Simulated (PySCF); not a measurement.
Point-charge models of `FC[Si]([SiH3])([SiH3])CCCl` against its computed dipole.

Coordinates (GFN2-xTB, Å) and charges (e) from the PBE0/pcSseg-1 density (PySCF):

| atom | x | y | z | Mulliken | IAO | Hirshfeld | ESP-fitted |
| --- | --- | --- | --- | --- | --- | --- | --- |
| F1 | -1.619 | 0.236 | 2.491 | -0.3485 | -0.3331 | -0.1307 | -0.2233 |
| C2 | -0.328 | 0.086 | 2.008 | -0.0789 | -0.2057 | -0.0750 | -0.1281 |
| Si3 | -0.395 | 0.190 | 0.072 | +0.1361 | +0.4451 | +0.2054 | +0.2455 |
| Si4 | -1.175 | -1.861 | -0.744 | +0.2570 | +0.2830 | +0.2067 | +0.2425 |
| Si5 | -1.595 | 2.147 | -0.394 | +0.2970 | +0.2972 | +0.2107 | +0.0942 |
| C6 | 1.430 | 0.505 | -0.497 | -0.5109 | -0.5160 | -0.1623 | -0.2081 |
| C7 | 2.274 | -0.742 | -0.648 | -0.2046 | -0.2227 | -0.0295 | -0.2150 |
| Cl8 | 2.357 | -1.645 | 0.889 | -0.1665 | -0.1187 | -0.0369 | -0.1729 |
| H9 | 0.033 | -0.868 | 2.397 | +0.1427 | +0.1533 | +0.0279 | +0.1369 |
| H10 | 0.260 | 0.887 | 2.465 | +0.1304 | +0.1450 | +0.0394 | +0.1041 |
| H11 | -0.587 | -3.045 | -0.112 | -0.0348 | -0.0827 | -0.0693 | -0.0641 |
| H12 | -0.889 | -1.968 | -2.182 | -0.0629 | -0.1028 | -0.0784 | -0.0935 |
| H13 | -2.627 | -1.962 | -0.591 | -0.0420 | -0.0866 | -0.0697 | -0.0771 |
| H14 | -3.020 | 1.855 | -0.543 | -0.0542 | -0.0935 | -0.0737 | -0.0452 |
| H15 | -1.468 | 3.192 | 0.625 | -0.0525 | -0.0885 | -0.0675 | -0.0266 |
| H16 | -1.149 | 2.749 | -1.657 | -0.0698 | -0.1042 | -0.0782 | -0.0644 |
| H17 | 1.416 | 1.001 | -1.469 | +0.1566 | +0.1558 | +0.0440 | +0.0882 |
| H18 | 1.927 | 1.189 | 0.194 | +0.1567 | +0.1538 | +0.0406 | +0.1038 |
| H19 | 1.846 | -1.425 | -1.383 | +0.1811 | +0.1559 | +0.0451 | +0.1420 |
| H20 | 3.305 | -0.511 | -0.924 | +0.1680 | +0.1654 | +0.0512 | +0.1612 |

Question: Form Σ q r in debye for every column and set it beside the full dipole.

Answer: The full density gives (1.90, 0.75, -1.98) D, 2.85 D in size; dipole vectors point from the negative to the positive end.

| scheme | μx | μy | μz | size (D) | share of the full size (%) | angle to the full dipole (°) |
| --- | --- | --- | --- | --- | --- | --- |
| Mulliken | 0.63 | 0.51 | -3.60 | 3.69 | 130 | 34 |
| IAO | 1.89 | 0.52 | -3.04 | 3.62 | 127 | 14 |
| Hirshfeld | 1.44 | 0.08 | -1.38 | 1.99 | 70 | 13 |
| ESP-fitted | 1.93 | 0.76 | -2.03 | 2.90 | 102 | 0 |

Question: Which set comes closest?

Answer: Length of the difference vector: ESP-fitted 0.06 D, Hirshfeld 1.01 D, IAO 1.09 D, Mulliken 2.08 D. Closest: ESP-fitted. The schemes that divide the density aren't constrained to reproduce the dipole.

Question: What is left for the Hirshfeld atoms' own dipoles?

Answer: The Hirshfeld atoms' densities add up to the full density, so μ = Σ q r + Σ (atomic dipoles). The atomic dipoles sum to (1.90, 0.75, -1.98) − (1.44, 0.08, -1.38) = (0.46, 0.67, -0.60) D, 1.01 D in size.

Question: With the origin at the mean of the coordinates, (0.000, 0.001, 0.000) Å, which are the largest single terms, by size, of the Hirshfeld dipole along the direction of the full one?

Answer: F1 +1.73, C6 -1.12, Si4 -0.76, H20 +0.67, H13 +0.62 D; all 20 atoms together +1.94 D. The single terms depend on the origin, their sum doesn't.

Question: Give the size of the full dipole in other units.

Answer: 2.85 D = 1.120 au = 0.592 e·Å = 9.49 × 10⁻³⁰ C·m.

Geometry: GFN2-xTB, one conformer, isolated molecule.

The run behind these numbers computed NMR shieldings as well. Time: 76 s of wall time; peak memory 1.0 GiB. Hardware: an Arm Neoverse N1 with one thread, shared host.

The values belong to the conformer `[F:1][CH2:2][Si:3]([SiH3:4])([SiH3:5])[CH2:6][CH2:7][Cl:8]`: F1–C2–Si3–Si4 -78°, C2–Si3–C6–C7 85°, Si3–C6–C7–Cl8 -59°.
